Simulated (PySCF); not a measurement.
Isomers of C4H7F3Si, mass 140.027 u with the commonest isotopes. Method: PBE0-D3(BJ)/def2-SVP geometry optimisation, gas phase in PySCF. One conformer each, none proved a minimum here; rigid rotors.

Problem. Order these by radius of gyration √(Σ m r²/M), smallest first.
A. `[F:1][C:2]([F:3])([F:4])/[CH:5]=[CH:6]/[CH2:7][SiH3:8]` with C5–C6–C7–Si8 -104°
B. `C[Si@@H]1C[C@H]1C(F)(F)F`
C. `[F:1][C:2]([F:3])([F:4])[C@@H:5]1[CH2:6][CH2:7][SiH2:8]1` with C2–C5–C6–C7 -98°, C5–C6–C7–Si8 -19°, C6–C7–Si8–C5 15°, C2–C5–Si8–C7 99°
D. `[CH2:1]=[CH:2][CH2:3][SiH2:4][C:5]([F:6])([F:7])[F:8]` with C1–C2–C3–Si4 -102°, C2–C3–Si4–C5 -176°

Solution. C (1.881 Å), B (2.061 Å), D (2.294 Å), A (2.456 Å).

Problem. Order these by rotational constant C, largest first.
A. `[F:1][C:2]([F:3])([F:4])/[CH:5]=[CH:6]/[CH2:7][SiH3:8]` with C5–C6–C7–Si8 -104°
B. `C[Si@@H]1C[C@H]1C(F)(F)F`
C. `[F:1][C:2]([F:3])([F:4])[C@@H:5]1[CH2:6][CH2:7][SiH2:8]1` with C2–C5–C6–C7 -98°, C5–C6–C7–Si8 -19°, C6–C7–Si8–C5 15°, C2–C5–Si8–C7 99°
D. `[CH2:1]=[CH:2][CH2:3][SiH2:4][C:5]([F:6])([F:7])[F:8]` with C1–C2–C3–Si4 -102°, C2–C3–Si4–C5 -176°

Solution. C (1161 MHz), B (947.1 MHz), D (746.5 MHz), A (639.7 MHz).

Problem. Order these by rotational constant A, largest first.
A. `[F:1][C:2]([F:3])([F:4])[C@@H:5]1[CH2:6][CH2:7][SiH2:8]1` with C2–C5–C6–C7 -98°, C5–C6–C7–Si8 -19°, C6–C7–Si8–C5 15°, C2–C5–Si8–C7 99°
B. `[F:1][C:2]([F:3])([F:4])/[CH:5]=[CH:6]/[CH2:7][SiH3:8]` with C5–C6–C7–Si8 -104°
C. `C[Si@@H]1C[C@H]1C(F)(F)F`

Solution. B (3908 MHz), C (3364 MHz), A (2900 MHz).

| SMILES | point group | Ia (u·Å²) | Ib (u·Å²) | Ic (u·Å²) | κ | μa (D) | μb (D) | μc (D) |
| --- | --- | --- | --- | --- | --- | --- | --- | --- |
| FC(F)(F)/C=C/C[SiH3] | C1 | 129.34 | 769.52 | 790.02 | -0.99 | 2.58 | 1.06 | 0.36 |
| FC(F)(F)[C@@H]1CC[SiH2]1 | C1 | 174.24 | 381.54 | 435.30 | -0.81 | 2.10 | 0.47 | 0.80 |
| C[Si@@H]1C[C@H]1C(F)(F)F | C1 | 150.25 | 505.46 | 533.62 | -0.96 | 3.37 | 0.15 | 0.75 |
| C[C@@H]1C[Si@H]1C(F)(F)F | C1 | 150.96 | 517.67 | 535.02 | -0.97 | 2.16 | 0.16 | 0.54 |
| C=CC[SiH2]C(F)(F)F | C1 | 129.75 | 666.90 | 676.95 | -0.99 | 2.06 | 0.32 | 0.25 |
